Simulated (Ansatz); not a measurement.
Which is lower?

The two ends of one reaction step of Si4H11ClO, closed shell (PBE0-D4/def2-TZVP).

A:

```xyz
17
angstrom
Si -0.3725 -0.5839 -0.4069
Si 1.9420 -0.9460 -0.1828
Si -0.7356 1.2892 -1.7791
Si -1.2867 -0.4169 1.7588
O -1.0866 -1.8563 -1.2163
H 1.6041 1.8132 1.1323
Cl 0.6400 2.6385 1.3318
H 2.2325 -2.1823 0.5961
H 2.5675 0.1910 0.5631
H 2.6315 -1.0406 -1.4978
H -1.8064 2.1681 -1.2405
H 0.5139 2.0816 -1.9252
H -1.1422 0.7915 -3.1215
H -0.2395 -0.1804 2.7874
H -1.9215 -1.7367 2.0523
H -2.3287 0.6373 1.8680
H -1.2116 -2.6671 -0.7195
```

B:

```xyz
17
angstrom
Si -0.6905 0.2958 0.6865
Si 3.0591 -0.7369 -0.8777
Si -0.7118 1.1841 -1.4797
Si -2.8026 -0.2093 1.5760
O 0.2971 -1.0244 0.6682
H 2.8205 0.5150 -0.1184
Cl 0.0996 1.7405 1.9534
H 3.1544 -1.8897 0.0522
H 4.3438 -0.6128 -1.6172
H 1.9658 -0.9586 -1.8562
H -1.7615 2.2373 -1.5186
H 0.6027 1.7863 -1.8161
H -1.0534 0.1245 -2.4648
H -2.6342 -0.8224 2.9226
H -3.5199 -1.1717 0.6964
H -3.6072 1.0341 1.6987
H 0.4381 -1.4919 1.4946
```

Ansatz 0.2.0; basis: def2-TZVPP; cores frozen in the correlated methods. B3LYP uses VWN-RPA correlation.

Q: Which structure is lower at CCSD(T), and by how much? (An estimate is asked for; the value comes from the calculation.)

A: Computed: B, by 108.1 kJ/mol (electronic energy, against the other). By their contacts, A is a complex of Si₄H₁₀O ([OH][Si]([SiH3])([SiH3])[SiH3]) + HCl and B is a complex of Si₃H₇ClO ([OH][Si]([SiH3])([SiH3])[Cl]) + SiH₄.

All methods give the same order:

```
      method  E(B) − E(A) (kJ/mol)
       SPW92                 -87.7
      PBE-D4                 -91.7
     BLYP-D4                -105.2
   r2SCAN-D4                -106.2
      B97M-V                -103.4
     PBE0-D4                 -98.3
    B3LYP-D4                -109.5
  r2SCAN0-D4                -109.1
    BHLYP-D4                -117.2
CAM-B3LYP-D4                -114.9
     wB97X-V                -110.3
     wB97M-V                -113.8
      B2PLYP                -116.5
    PBE-QIDH                -108.9
  RPA on PBE                -108.4
          HF                -139.8
         MP2                -114.9
        CCSD                -111.8
     CCSD(T)                -108.1
```

The T1 diagnostic stays at or below 0.013.

Labels in which every atom is bracketed show which atoms are joined, not bond orders.

For scale, one of the runs: CCSD(T)/def2-TZVPP, 395 basis functions, launched by `ansatz run in.yaml --threads 4 --pin off --events-out ev --progress --plain --max-ram 66560MiB --backend cuda --devices 0, --max-vram 37GiB`. Hardware: 4 CPU threads of an AMD EPYC 7R13 and a share of one NVIDIA H100, shared host. Wall time 9.5 s; peak host memory 1 GiB.
